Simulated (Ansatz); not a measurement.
Basis-set extrapolation for C₂H₇BFNSi, SMILES `CB/N=C(/F)[SiH3]` (PBE0-D4/def2-TZVP geometry, frozen core, Ansatz 0.2.0). Multiplicity 1, RHF reference.

|  | def2-TZVPP | def2-QZVPP |
| --- | --- | --- |
| HF | -547.446337 | -547.466928 |
| MP2 correlation | -1.001215 | -1.076012 |
| CCSD(T) correlation | -1.091849 | not run |

Energies in hartree. Use E(X) = E(∞) + A·exp(−7.88·√X) for Hartree–Fock and E(X) = E(∞) + B·X^(−2.97) for correlation, with X = 3 and 4, and add CCSD(T) minus MP2 of the smaller set to the MP2 limit.

Task: What is the CCSD(T) energy at the basis-set limit?

Result: HF limit: -547.466928 + (-0.020591) × 0.13774 = -547.46976. MP2 limit: -1.076012 + (-0.074797) × 0.74074 = -1.13142. Higher-order term: -1.091849 − (-1.001215) = -0.09063. Total: -548.69181 hartree, 403.3 kJ/mol below CCSD(T)/def2-TZVPP.
